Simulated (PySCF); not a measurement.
Computed shifts of a molecule C2H8BNO, HF/pcSseg-1 (PySCF), GIAO, gas phase, atoms alike by connectivity averaged where their shifts nearly agree, in ppm (number of nuclei): ¹³C: 49.1 (1), 3.7 (1). ¹H: 3.63 (3), 2.79 (1), 2.67 (1), 0.51 (3). ¹⁵N: 62.7 (1). References: ¹¹B against BF3 (σ = 102.7 ppm); ¹³C against TMS (σ = 192.6 ppm); ¹H against TMS (σ = 31.99 ppm); ¹⁷O against H2O (σ = 333.0 ppm); ¹⁵N against NH3 (σ = 267.3 ppm), references at their B3LYP-D3(BJ)/def2-TZVP geometries, non-relativistic. Geometry optimised at B3LYP-D3(BJ)/def2-SVP. One conformer was computed; it need not be the lowest.

Identify the compound among the candidates.
A) COB(C)N
B) CCB(N)O
C) CCOBN
D) CN(C)BO

A, COB(C)N
